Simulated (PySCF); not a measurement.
B3LYP has the VWN-RPA correlation part, as in Gaussian. 

Cartesian coordinates (Å):
SMILES: B=C=C
```xyz
6

B      1.5528    -0.0679    -0.4952
C      0.2051    -0.0088    -0.3721
C     -1.1045     0.0482    -0.2529
H      2.7138    -0.1184    -0.6006
H     -1.6731     0.9438    -0.5003
H     -1.6942    -0.7969     0.1001
```
Charge 0, spin multiplicity 1.

Problem. Give the HOMO–LUMO gap, total energy, LUMO, HOMO and dipole moment at the level B3LYP-D3(BJ)/def2-TZVP (PySCF).

Solution. 
The HOMO–LUMO gap comes out as 3.33 eV and the total energy is -2797.53 eV. The LUMO is -2.81 eV. The HOMO is -6.14 eV and the dipole moment comes out as 0.138 e·Å.
